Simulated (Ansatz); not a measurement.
Cartesian coordinates in Å:
```
N 1.139 1.723 0.505
C 0.473 0.750 -0.280
O -0.147 -0.265 0.511
Si -0.990 -1.520 -0.132
H 1.871 1.304 1.064
H 0.495 2.193 1.128
H 1.199 0.282 -0.955
H -0.293 1.247 -0.886
H -2.149 -1.033 -0.934
H -1.468 -2.338 1.006
H -0.129 -2.343 -1.028
```

The species carries charge 0 and has multiplicity 1.

List the B3LYP/def2-TZVPP orbital energies in eV (the Gaussian-basis code of Ansatz). (An estimate is asked.)

Ansatz gave: Occupied: -1799.29, -520.45, -389.34, -279.03, -143.76, -99.11, -99.07, -99.06, -27.86, -24.23, -18.10, -15.09, -14.35, -12.94, -12.47, -11.59, -10.00, -9.65, -8.83, -7.95, -7.42. Lowest empty: 0.14, 0.94, 1.40, 1.61, 1.65, 2.15, 2.45, 3.47.

B3LYP here is the variant with VWN-RPA as its local correlation; programs differ in this.
